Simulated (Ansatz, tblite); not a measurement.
Removing and adding an electron: TiClF3. Total charge 0; singlet. Geometry: PBE-D4/def2-SVP. Ansatz, gas phase; energy differences of separate SCF runs; the oxidised species was run as a doublet alone; the reduced species was run as a doublet alone.

```xyz
5

Ti   -0.002    0.074   -0.035
Cl    0.038   -1.903    0.908
F    -1.013    0.036   -1.450
F     1.608    0.541   -0.502
F    -0.631    1.251    1.080
```

The xTB rows come from tblite. HOMO above LUMO, or a gap near zero within one spin, warns that the state may not be the lowest or that an electron is smeared out.

| level | −HOMO (eV) | vertical IE (eV) | −LUMO (eV) | vertical EA (eV) | HOMO–LUMO gap (eV) | IE − EA (eV) | remarks |
| --- | --- | --- | --- | --- | --- | --- | --- |
| GFN1-xTB | 14.13 | 17.42 | 10.94 | 7.57 | 3.19 | 9.86 | – |
| GFN2-xTB | 12.88 | 16.58 | 9.53 | 6.00 | 3.35 | 10.58 | – |
| PBE-D4/def2-TZVPD | 8.74 | – | 4.31 | 0.65 | 4.43 | – | HOMO above zero (-1 doublet), gap within one spin near zero (-1 doublet) |
| r2SCAN-D4/def2-TZVPD | 9.12 | – | 4.30 | 0.86 | 4.82 | – | HOMO above zero (-1 doublet) |

(1) Estimate the rows for PBE-D4/def2-TZVP, r2SCAN-D4/def2-TZVP, PBE0-D4/def2-TZVP, PBE0-D4/def2-TZVPD.

Results:

(1) 
| level | −HOMO (eV) | vertical IE (eV) | −LUMO (eV) | vertical EA (eV) | HOMO–LUMO gap (eV) | IE − EA (eV) | remarks |
| --- | --- | --- | --- | --- | --- | --- | --- |
| PBE-D4/def2-TZVP | 8.72 | 12.41 | 4.30 | – | 4.42 | – | – |
| r2SCAN-D4/def2-TZVP | 9.13 | 12.61 | 4.33 | – | 4.81 | – | – |
| PBE0-D4/def2-TZVP | 10.22 | 12.70 | 3.46 | – | 6.76 | – | – |
| PBE0-D4/def2-TZVPD | 10.21 | – | 3.44 | 1.35 | 6.77 | – | HOMO above zero (-1 doublet) |

   A HOMO above zero means that the electron is unbound at that level or that self-interaction error raises the level; the energy of removing that electron tells which. Raw xTB energy differences between charge states are shifted by several eV; the methods need an empirical correction for them.
